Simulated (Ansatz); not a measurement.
A geometry relaxed with r2SCAN-D4/def2-TZVP run with Ansatz (an electronic-structure program), charge 0, multiplicity 1:

```xyz
13

H     -1.3714     2.8206    -1.0258
H     -2.8774    -0.7203     1.2775
H      1.0159     2.7903    -1.3538
H      2.1060    -2.1228     1.3614
Si    -0.0818     2.3569    -0.4454
H     -1.8572    -2.7224     0.4158
Si    -2.0491    -1.2684     0.1653
H      2.4463    -1.8098    -0.9952
H      0.1103     3.0707     0.8510
H      3.2595    -0.1641     0.5574
Ga     0.0032    -0.0121     0.0008
H     -2.8403    -1.1189    -1.0889
Si     2.1360    -1.0996     0.2800
```

Question: Write the SMILES of this molecule.

Answer: `[SiH3][Ga]([SiH3])[SiH3]`
